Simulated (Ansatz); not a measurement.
Reactions of CH7ClOSi2, SMILES `C[Si](O)([SiH3])Cl`.

Calculated with Ansatz (gas phase, PBE0-D4/def2-TZVP geometries, no zero-point term in ΔE). CCSD(T)/CBS is the MP2 limit (def2-TZVPP, def2-QZVPP) plus CCSD(T) − MP2 in def2-TZVPP, frozen cores. This one scheme is used for every species. Functionals use def2-TZVPP. Triplets are unrestricted, without spin–orbit coupling. Each species was taken in one conformer, which may not be the lowest.

| reaction | ωB97X-V (kJ/mol) |
| --- | --- |
| `C[Si](O)([SiH3])Cl` + `C[SiH](N)O` → `C[SiH](N)O[SiH3]` + `C[SiH](O)Cl` | -109 |
| `C[Si](O)([SiH3])Cl` + HCl → `O[Si]([SiH3])(Cl)Cl` + CH₄ | -105 |
| `C[Si](O)([SiH3])Cl` → `[CH2]` (triplet) + `O[SiH]([SiH3])Cl` | 498 |
| `C[Si](O)([SiH3])Cl` + `C[O][Al]([OH])[F]` → `C[O][Al]([F])[O][SiH3]` + `C[SiH](O)Cl` | -110 |
| `C[Si](O)([SiH3])Cl` + CH₃OH → `CO[Si](O)([SiH3])Cl` + CH₄ | -115 |
| `C[Si](O)([SiH3])Cl` + SiH₄ → `O[Si]([SiH3])([SiH3])Cl` + CH₄ | 7 |
| `C[Si](O)([SiH3])Cl` + H₂ → `O[SiH]([SiH3])Cl` + CH₄ | -17 |
| `C[Si](O)([SiH3])Cl` + H₂S → `O[Si]([SiH3])(S)Cl` + CH₄ | -63 |
| `C[Si](O)([SiH3])Cl` + `C=C[Si](N)(O)F` → `C=C[Si](N)(F)O[SiH3]` + `C[SiH](O)Cl` | -106 |
| `C[Si](O)([SiH3])Cl` + `[AlH3]` → `C[Si]([AlH2])([SiH3])Cl` + H₂O | 101 |

Q: Give the CCSD(T)/CBS values in the same order. (Estimate.)

A: Computed: -112, -105, 488, -112, -115, 7, -15, -65, -109, 94 kJ/mol.

Largest T1 diagnostic: 0.013, for `O[Si]([SiH3])([SiH3])Cl`.
